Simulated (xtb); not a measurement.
Ta(Cl)4(SH) (Cl4HSTa), SMILES [SH][Ta]([Cl])([Cl])([Cl])[Cl], multiplicity 1. All values are semi-empirical tight-binding results from xtb (GFN2-xTB unless named), good for trends rather than for accurate numbers. The structure is a stationary point at GFN2-xTB. The spin state was assumed, not searched. The structure was generated by enumeration; whether it is a known compound was not checked. The values are those of a single conformer.

For metal compounds this method's bond lengths and energies can be far off.

The point group as xtb finds it comes out as Cs and the orbital gap comes out as 2.03 eV. The zero-point energy is 8.0 kcal/mol. The G − E(el) at 298.15 K (modified RRHO) is -16.5 kcal/mol.
